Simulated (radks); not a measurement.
All-electron atom: Pt42+ in [Kr].

Method: non-relativistic Kohn-Sham, PBE, spin-polarised, spherical densities, point nucleus; relativity is left out, which matters for an element this heavy; computed with a radial shooting solver on a logarithmic mesh with Libxc functionals.

Energy parts (eV):
| part | energy |
|---|---|
| total | -440708.85 |
| kinetic | 440654.19 |
| electron-nucleus | -969452.29 |
| Hartree | 95042.94 |
| exchange-correlation | -6953.67 |

Orbitals (lengths in bohr, moments of r in powers of bohr; r(max) is where P^2 peaks; r(90%) holds 90 % of the orbital's charge):
\begin{tabular}{lrrrrr}
orbital & occ. & eigenvalue (eV) & r(90%) & r(max) & <r^4> \\ \hline
1s & 2 & -73137.85 & 0.0345 & 0.01288 & 6.390e-07 \\
2s & 2 & -13819.67 & 0.125 & 0.07003 & 0.0001025 \\
2p & 6 & -13359.69 & 0.111 & 0.05433 & 0.00006427 \\
3s & 2 & -4656.075 & 0.296 & 0.1901 & 0.003257 \\
3p & 6 & -4445.686 & 0.287 & 0.1788 & 0.002859 \\
3d & 10 & -4060.273 & 0.259 & 0.1403 & 0.001867 \\
4s & 2 & -2211.713 & 0.566 & 0.3972 & 0.04509 \\
4p & 6 & -2118.820 & 0.566 & 0.3923 & 0.04462 \\
\end{tabular}

The highest occupied level is 4p at -2118.8 eV. The electron density at the nucleus is 3.411e+05 e/bohr^3. Summed over all electrons, <r^2> = 2.170 bohr^2, which gives a Langevin (diamagnetic) susceptibility term of -1.72 x 10^-6 cm^3/mol. Virial ratio -V/T = 2.00012. For comparison, the ionisation energy in NIST's Atomic Spectra Database is 2171 eV (theoretical). In exact Kohn-Sham theory the highest level is minus the ionisation energy, but local and semilocal functionals leave it too shallow, through self-interaction and a potential that decays too fast; potentials with the right tail come closer. The density falls to 0.001 e/bohr^3 at r = 1.01 bohr.
